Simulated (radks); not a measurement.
Effect of the nuclear size on the erbium ion Er2+, [Xe] 4f12. Method: Dirac Kohn-Sham, LDA (Slater exchange, Perdew-Wang correlation), spin-unpolarised, spherical densities, finite nucleus; open shells fill j = l - 1/2 first; Fermi nuclear charge, rms radius 5.2516 fm; computed with a radial shooting solver on a logarithmic mesh with Libxc functionals. The rms radius is varied about that value; shifts are against it.

| rms radius (fm) | total energy shift (eV) | density at nucleus (e/bohr^3) | 1s1/2 shift (meV) | 2s1/2 shift (meV) | 5s1/2 shift (meV) | 5p1/2 shift (meV) | 4f7/2 shift (meV) | 6s1/2 (empty) shift (meV) |
|---|---|---|---|---|---|---|---|---|
| 4.5164 | -8.36 | 9.079e+05 | -3420 | -457 | -3.80 | 0.053 | 0.337 | -0.542 |
| 4.968 | -3.33 | 8.833e+05 | -1360 | -182 | -1.51 | 0.021 | 0.134 | -0.216 |
| 5.2516 | 0 | 8.692e+05 | 0.000 | 0.000 | 0.000 | 0.000 | 0.000 | 0.000 |
| 5.6927 | 5.44 | 8.491e+05 | 2230 | 298 | 2.47 | -0.034 | -0.220 | 0.352 |
| 6.0183 | 9.65 | 8.356e+05 | 3960 | 528 | 4.38 | -0.061 | -0.390 | 0.626 |

Slopes of the eigenvalues against <r^2> in GHz/fm^2, as finite differences over the two radii next to the reference (eigenvalue slopes, not the field-shift constants of lines): 1s1/2 112000, 2s1/2 15000, 5s1/2 125, 5p1/2 -1.74, 4f7/2 -11.1, 6s1/2 (empty) 17.8.
